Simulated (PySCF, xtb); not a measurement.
C2H5FN2Si, SMILES [Si@@H]1([C@@H](F)N=C1)N. The values are those of a single conformer.

Harmonic wavenumbers (cm⁻¹) from GFN2-xTB run with xtb at its own minimum, in rising order: 87, 118, 182, 234, 317, 464, 479, 502, 559, 609, 645, 789, 811, 852, 941, 987, 1049, 1123, 1208, 1272, 1492, 1630, 2312, 2917, 3046, 3459, 3501.

Question: What does PBE-D3(BJ)/def2-SVP (PySCF 2.14.0) give at its own minimum? (Estimate from the structure and the level; the computed values follow.)

Answer: 77, 93, 178, 285, 317, 369, 477, 542, 577, 674, 736, 775, 854, 875, 903, 964, 1073, 1150, 1235, 1289, 1485, 1556, 2133, 2963, 3040, 3509, 3611. Paired by order, the mean absolute difference is 41 cm⁻¹ and the zero-point energies are 45.2 and 45.4 kcal/mol.
